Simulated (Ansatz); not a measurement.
Cu(PH3)F (CuPH₃F). The state is a singlet with charge 0. Geometry r2SCAN-D4/def2-TZVP; atoms count from 1.

```xyz
6

Cu    0.807    1.043    0.600
P    -0.358   -0.463   -0.267
H    -0.221   -1.793    0.187
H    -0.246   -0.715   -1.651
H    -1.766   -0.377   -0.196
F     1.784    2.305    1.327
```

Estimate the Mulliken populations from the PBE0/def2-TZVP orbitals of Ansatz.


| atom | charge (e) | d electrons |
| --- | --- | --- |
| Cu1 | 0.34 | 9.80 |
| P2 | -0.13 | – |
| H3 | 0.11 | – |
| H4 | 0.11 | – |
| H5 | 0.11 | – |
| F6 | -0.54 | – |
Mulliken values and Mayer orders depend strongly on the basis.

And the Mayer bond orders between bonded heavy atoms (over 0.3)?

Cu1–P2 0.94 (2.09 Å); Cu1–F6 0.78 (1.75 Å).
